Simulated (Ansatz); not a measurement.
Compare A (`C[C]1(F)[O][Al]1[F]`) with its isomer B (`FC1(F)O[CH]1[AlH2]`).

Program: Ansatz. Geometries: PBE0-D4/def2-TZVP. ΔE: electronic, gas phase. CBS: MP2 limit from def2 TZ/QZ plus the TZ coupled-cluster correction, frozen cores. Functionals use def2-TZVPP.

Question: Which is lower in electronic energy at CCSD(T)/CBS, and by how much? (Estimate.)

Answer: Computed: A, by 342.1 kJ/mol.

Question: Give E(B) − E(A) in kJ/mol with CCSD(T)/def2-TZVPP, HF/def2-TZVPP, ωB97M-V, B2PLYP, CCSD/def2-TZVPP, MP2/def2-TZVPP, r2SCAN-D4. (An estimate is asked.)

Answer: Ansatz gave: CCSD(T)/def2-TZVPP 329.8, HF/def2-TZVPP 296.1, ωB97M-V 321.4, B2PLYP 337.7, CCSD/def2-TZVPP 327.0, MP2/def2-TZVPP 347.1, r2SCAN-D4 330.7. None reverses the order clearly.

Largest T1 diagnostic: 0.015.

In def2-TZVPP, CCSD(T) changes the Hartree–Fock value by +33.7 kJ/mol (the triples alone add +2.8 kJ/mol) and MP2 by +51.0 kJ/mol. From PBE to PBE0 (25 % exact exchange), in def2-TZVPP and without D4, E(B) − E(A) moves by −5.3 kJ/mol.
